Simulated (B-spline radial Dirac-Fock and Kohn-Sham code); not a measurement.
**Lu²⁺: input and output of one calculation**

ΔSCF core binding energies without Breit or QED terms, calculated with a radial B-spline solver. Keys: rel is the Hamiltonian (dirac, or spin-free x2c and nr, where L3 and M5 stand for the whole 2p and 3d shells), method is hf or an exchange,correlation pair (spin-unpolarised, also for the hole states), nuc the nuclear model, radius_factor scales its radius, rmax is the box in bohr, h the logarithmic mesh step, order the B-spline order, points the quadrature points per cell, c_factor scales the speed of light, and damp, ndamp, maxit and tol steer the iteration. The run stops when the commutator error falls below 10·tol·max(1, Z/10), or the numerical noise floor, and the energy has settled to about 1e-8 Ha; the virial ratio is −V/T.

Input (task.json):

```json
{"items": [{"Z": 71, "q": 2, "cfg": [[1, 0, 2], [2, 0, 2], [2, 1, 6], [3, 0, 2], [3, 1, 6], [3, 2, 10], [4, 0, 2], [4, 1, 6], [4, 2, 10], [4, 3, 14], [5, 0, 2], [5, 1, 6], [6, 0, 1]], "A": 175, "rrms": 5.37, "do": "settings", "holes": ["K", "L3", "M5"],
  "settings": [{"rel": "dirac", "method": "hf", "nuc": "fermi", "radius_factor": 0.5, "rmax": 45.0, "h": 0.3, "order": 7, "points": 10, "c_factor": 1.0, "maxit": 60, "damp": 0.2, "ndamp": 3, "tol": 1e-08}]}]}
```

Command: `python xray2_run.py task.json out`

Ground-state iterations:

```
iter   energy (Ha)        error
   1   -14572.42505088  2.18e+00
   2   -14572.73963941  1.67e-01
   3   -14572.80437712  1.58e-01
   4   -14572.81776191  1.46e-01
   5   -14572.54975008  2.14e-01
   6   -14573.13160940  6.36e-03
   7   -14573.13220293  7.30e-04
   8   -14573.13221482  1.96e-04
   9   -14573.13221524  5.07e-05
  10   -14573.13221527  5.06e-07
```

The ground state converged in 10 iterations, with total energy -14573.13222 Ha, virial ratio 1.89723 and highest orbital energy -20.01 eV. ΔSCF binding energies: K (1s) 63655.0 eV, L3 (2p3/2) 9295.0 eV, M5 (3d5/2) 1617.7 eV.
